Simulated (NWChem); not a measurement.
System: NbH₂SO₂Cl; SMILES [OH][Nb]([OH])([Cl])=[S]

Here is an NWChem input.

```
start job
memory heap 200 mb stack 900 mb global 1100 mb
geometry units angstroms noautoz
  Nb    -0.119118    -0.070952    -0.000563
  S      1.175458     1.632929     0.004203
  Cl     1.157169    -1.991494     0.004978
  O     -1.196093    -0.009478    -1.525533
  H     -1.248270     0.561775    -2.299090
  O     -1.208247    -0.008930     1.515750
  H     -1.266373     0.562561     2.288739
end
basis spherical
  Nb library def2-svp
  S library def2-svp
  Cl library def2-svp
  O library def2-svp
  H library def2-svp
end
ecp
  Nb library def2-ecp
end
dft
  xc mpw1k
  iterations 150
  mulliken
end
task dft energy
```

Structure relaxed at the PBE0/def2-SVP level. Not confirmed as a minimum by frequencies. def2 effective core potentials on Nb; no spin-orbit coupling.

**Question.** Give the results of this calculation. (MPW1K/def2-SVP with def2 effective core potentials on Nb.) Quantities: energy (Ha); highest occupied level (eV); orbital gap (eV); dipole (D).

**Answer.** 
| Item | Value |
|---|---|
| energy (Ha) | -1066.84 |
| highest occupied level (eV) | -8.82 |
| orbital gap (eV) | 7.24 |
| dipole (D) | 2.56 |
